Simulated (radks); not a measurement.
The numbers below are computed, except where a source is named.
Kr2+, 34 electrons, occupied as [Ar] 3d10 4s2 4p4. Level of theory: Dirac Kohn-Sham, BLYP, spin-unpolarised, spherical densities, point nucleus; open shells fill j = l - 1/2 first (a radial shooting solver on a logarithmic mesh with Libxc functionals).

Radial electron density D(r) = 4 pi r^2 rho(r):

```
   r/bohr * D(r) (the largest magnitude, 53, reaches the edge; | marks zero)
 0.006801 |            *
 0.009071 |                   *
   0.0121 |                           *
  0.01601 |                                   *
  0.02135 |                                           *
  0.02848 |                                              *
  0.03798 |                                            *
  0.05065 |                                       *
  0.06756 |                                      *
  0.09011 |                                              *
   0.1202 |                                                      *
   0.1603 |                                                  *
   0.2138 |                                    *
   0.2852 |                              *
   0.3803 |                                    *
   0.5073 |                                   *
   0.6766 |                    *
   0.9024 |        *
    1.204 |     *
    1.592 |    *
    2.124 | *
    2.833 |*
    3.778 *
    5.039 *
```

D(r) has 3 maxima, at r = 0.0292, 0.130, 0.429 bohr, and minima at 0.0604, 0.274 bohr, inside which lie 2.08, 11.04 electrons.
